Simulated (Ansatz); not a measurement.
Reaction (substitution at a C–S bond): `CB[SiH2]SC` + `[SiH3][AsH2]` → `C[AsH][SiH3]` + `CB[SiH2]S`

Gas-phase electronic energies from Ansatz, PBE0-D4/def2-TZVP geometries. CCSD(T)/CBS is the MP2 limit (def2-TZVPP, def2-QZVPP) plus CCSD(T) − MP2 in def2-TZVPP, frozen cores. Functionals use def2-TZVPP. For As outer-core shells are correlated without core-valence functions, which leaves a few kJ/mol of doubt a bond. Scalar relativity is left out up to krypton. One conformer a species, not always the lowest.

(1) Is it downhill or uphill in electronic energy at CCSD(T)/CBS, and by how much? (Best estimate.)

(2) What do these levels give: revPBE, PBE0, BHLYP, RPA@PBE/def2-TZVPP, CCSD/def2-TZVPP, MP2/CBS(def2)? (Estimate.)

Largest T1 diagnostic among the species: 0.011.

Results:

(1) The calculation gave: Downhill: ΔE = -5.0 kcal/mol.

(2) Ansatz gave: revPBE -4.3, PBE0 -4.4, BHLYP -4.6, RPA@PBE/def2-TZVPP -5.7, CCSD/def2-TZVPP -5.8, MP2/CBS(def2) -5.3 kcal/mol.

Leaving LDA and LC-ωPBE aside and taking each functional with its dispersion term where it has one, the values, not all of them listed here, spread over 0.9 kcal/mol, from PBE-QIDH to revPBE-D4. In def2-TZVPP, CCSD(T) changes the Hartree–Fock value by −1.0 kcal/mol (the triples alone add +0.1 kcal/mol) and MP2 by −1.4 kcal/mol. At CCSD(T), def2-SVP lies +0.8 kcal/mol from the extrapolated value and def2-TZVPP −0.8 kcal/mol.
